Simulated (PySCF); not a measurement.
Q: What does the PBE0-D3(BJ)/def2-SVP structure of `BP[SiH2]O[SiH3]` look like in three dimensions?

A: 
Z-matrix in Å and degrees, rows numbered from 1:
```
B 
P   1  1.8468
Si  2  2.2402  1  107.57
O   3  1.6549  2  110.25  1   160.19
Si  4  1.6634  3  142.35  2   -41.24
H   1  1.2057  2  120.34  3   142.91
H   1  1.2070  2  118.23  3   -44.14
H   2  1.4182  1  108.27  3  -114.90
H   3  1.4880  2  112.17  1   -80.49
H   3  1.4914  2  104.90  1    40.44
H   5  1.4888  4  107.86  3   173.77
H   5  1.4933  4  110.05  3    54.00
H   5  1.4934  4  110.18  3   -66.48
```

Si3 (oxygen-bound silicon) is distorted tetrahedral (angles from 104.9° to 112.2°). P2 (three-coordinate phosphorus) is pyramidal (angles 108.3°, 107.6° and 106.6°, sum 322.5°, 0.64 Å off the plane of its three neighbours). Si5 (oxygen-bound silicon) is tetrahedral (angles from 107.9° to 110.2°). B1 (three-coordinate boron) is planar (angles 121.0°, 120.3° and 118.2°, sum 359.6°, 0.05 Å off the plane of its three neighbours).

Theory: PBE0-D3(BJ)/def2-SVP geometry optimisation, gas phase (PySCF 2.14.0).

Point group: C1 (no symmetry element, even within 0.4 Å). Whether it is a minimum is left open (no frequencies). The numbers are those of one conformer (H–B1–P2–Si3 143° and -44°, B1–P2–Si3–O4 160°, P2–Si3–O4–Si5 -41°).

Hardware: one thread, AMD EPYC 9R45 (x86_64), no GPU, shared host. Cost: 24 s wall, 0.61 GiB resident at most. This is the geometry optimisation.
